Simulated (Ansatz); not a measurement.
A run for Ansatz (a program for electronic structure): R-wB97X-V/def2-TZVPPD on C2H4FN (a complex), monomers drawn apart or pushed together. Files ending in .json are basis or fitting sets from the Basis Set Exchange.

Ansatz 0.2 input:
```yaml
crystal:
  periodic: [false, false, false]
  atoms:
    - {symbol: C, position_ang: [-0.08324116, 0.48591725, -0.50535480]}
    - {symbol: F, position_ang: [-0.15483518, -0.67060525, 0.28178622]}
    - {symbol: H, position_ang: [0.83967750, 0.44876088, -1.08227253]}
    - {symbol: H, position_ang: [-0.94935309, 0.50293220, -1.16531418]}
    - {symbol: H, position_ang: [-0.08756066, 1.35383493, 0.15366398]}
    - {symbol: C, position_ang: [-0.25736709, -0.19977454, 3.12320961]}
    - {symbol: N, position_ang: [-0.28917011, 0.19456352, 4.19944268]}
    - {symbol: H, position_ang: [-0.22694315, -0.55425424, 2.11203248]}
basis:
  gaussian:
    orbitals: def2-TZVPPD.json
hamiltonian:
  xc: {name: wB97X-V}
scf: {lower_state_search: off}
```

The head of its log:

```
WARN ansatz: RAYON_NUM_THREADS=1 ignored (pool sized by the plan → 1); use --threads N
Functional definition: wB97X-V
these checks for a lower state are left out or cut short: stability, starts, cluster_reference, orbital_swaps, neighbouring_geometries, increment
integrals: 0.13 GiB planned
960 factors; their error is unknown
integrals: 0.16 GiB planned
289 factors; integrals over basis functions are off by at most 4.6e-5 eV
mean field: 1.25 GiB planned
mean field evaluation 1: about -6342.1695 eV, gradient 4.2e1 eV
mean field evaluation 2: about -6341.5398 eV, gradient 4.6e1 eV
```

### Question
Predict the final total energy.

### Answer
-233.1914 hartree.
